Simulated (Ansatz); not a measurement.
Ansatz (a first-principles code) input (B3LYP-D3(BJ)/def2-TZVP):

Ansatz 0.2 input:
```yaml
crystal:
  periodic: [false, false, false]
  atoms:
    - {symbol: Se, position_ang: [0.02874849, -0.02298349, 0.37505081]}
    - {symbol: F, position_ang: [0.60122254, 1.12803781, -0.69220991]}
    - {symbol: F, position_ang: [-0.70982796, -1.04121128, -0.72464871]}
basis:
  gaussian:
    orbitals: def2-TZVP
hamiltonian:
  xc: b3lyp
  dispersion: d3bj
total_charge: 1
magnetization: {spin_polarized: true, initial_magnetization: 1}
phonons: {temperatures: {t_min: 298.15, t_max: 298.15, t_step: 100}}
```

Output:

```
Functional definition: B3LYP
integrals: 0.03 GiB planned
721 factors; their error is unknown
mean field: 0.47 GiB planned
mean field evaluation 1: about -70760.7595 eV, gradient 7.2e1 eV
mean field evaluation 2: about -70676.1293 eV, gradient 1.7e2 eV
mean field evaluation 4: about -70775.5088 eV, gradient 4.9e0 eV
mean field evaluation 8: about -70775.9104 eV, gradient 2.5e-1 eV
mean field evaluation 16: about -70775.9105 eV, gradient 4.0e-5 eV
mean field -70775.91047708 eV, -2600.9667363976 hartree, gradient 4.0e-5 eV, S^2 0.752820; 0 other end points of the search recorded, 0 dependent functions left out
the calculation of the forces begins
reference -70775.91064231 eV, -2600.9667424697 hartree; 26, 25 occupied and 84, 85 virtual orbitals, 721 factors
these checks for a lower state are left out or cut short: stability, starts, cluster_reference, orbital_swaps, neighbouring_geometries, increment
integrals: 0.03 GiB planned
721 factors; their error is unknown
mean field: 0.47 GiB planned
mean field -70775.91039765 eV, -2600.9667334785 hartree, gradient 2.6e-6 eV, S^2 0.752819; 0 other end points of the search recorded, 0 dependent functions left out
the calculation of the forces begins
reference -70775.91056289 eV, -2600.9667395508 hartree; 26, 25 occupied and 84, 85 virtual orbitals, 721 factors
these checks for a lower state are left out or cut short: stability, starts, cluster_reference, orbital_swaps, neighbouring_geometries, increment
integrals: 0.03 GiB planned
721 factors; their error is unknown
mean field: 0.47 GiB planned
mean field evaluation 32: about -70775.9104 eV, gradient 2.6e-6 eV
mean field -70775.91039707 eV, -2600.9667334573 hartree, gradient 2.6e-6 eV, S^2 0.752822; 0 other end points of the search recorded, 0 dependent functions left out
the calculation of the forces begins
reference -70775.91056230 eV, -2600.9667395292 hartree; 26, 25 occupied and 84, 85 virtual orbitals, 721 factors
these checks for a lower state are left out or cut short: stability, starts, cluster_reference, orbital_swaps, neighbouring_geometries, increment
integrals: 0.03 GiB planned
721 factors; their error is unknown
mean field: 0.47 GiB planned
mean field -70775.91041542 eV, -2600.9667341315 hartree, gradient 2.6e-6 eV, S^2 0.752820; 0 other end points of the search recorded, 0 dependent functions left out
the calculation of the forces begins
reference -70775.91058068 eV, -2600.9667402047 hartree; 26, 25 occupied and 84, 85 virtual orbitals, 721 factors
these checks for a lower state are left out or cut short: stability, starts, cluster_reference, orbital_swaps, neighbouring_geometries, increment
integrals: 0.03 GiB planned
721 factors; their error is unknown
mean field: 0.47 GiB planned
mean field -70775.91039953 eV, -2600.9667335477 hartree, gradient 2.6e-6 eV, S^2 0.752821; 0 other end points of the search recorded, 0 dependent functions left out
the calculation of the forces begins
reference -70775.91056474 eV, -2600.9667396189 hartree; 26, 25 occupied and 84, 85 virtual orbitals, 721 factors
these checks for a lower state are left out or cut short: stability, starts, cluster_reference, orbital_swaps, neighbouring_geometries, increment
integrals: 0.03 GiB planned
721 factors; their error is unknown
mean field: 0.47 GiB planned
mean field -70775.91045197 eV, -2600.9667354749 hartree, gradient 2.6e-6 eV, S^2 0.752821; 0 other end points of the search recorded, 0 dependent functions left out
the calculation of the forces begins
reference -70775.91061720 eV, -2600.9667415469 hartree; 26, 25 occupied and 84, 85 virtual orbitals, 721 factors
these checks for a lower state are left out or cut short: stability, starts, cluster_reference, orbital_swaps, neighbouring_geometries, increment
integrals: 0.03 GiB planned
721 factors; their error is unknown
mean field: 0.47 GiB planned
mean field evaluation 64: about -70775.9105 eV, gradient 2.6e-6 eV
mean field -70775.91045185 eV, -2600.9667354704 hartree, gradient 2.6e-6 eV, S^2 0.752820; 0 other end points of the search recorded, 0 dependent functions left out
the calculation of the forces begins
reference -70775.91061709 eV, -2600.9667415427 hartree; 26, 25 occupied and 84, 85 virtual orbitals, 721 factors
Total energy: -70775.96557211 eV, -2600.9687611024 hartree
Atom 0 at     0.028748    -0.022983     0.375051 Å, force    -0.000045     0.000036    -0.000586 eV/Å
Atom 1 at     0.601223     1.128038    -0.692210 Å, force     0.000034     0.000001     0.000293 eV/Å
Atom 2 at    -0.709828    -1.041211    -0.724649 Å, force     0.000011    -0.000037     0.000292 eV/Å
Dipole moment:     0.038073    -0.030438     0.496696 e Å
Vibrations: 294.30 792.06 805.79 cm⁻¹, zero-point energy 0.117299 eV
```
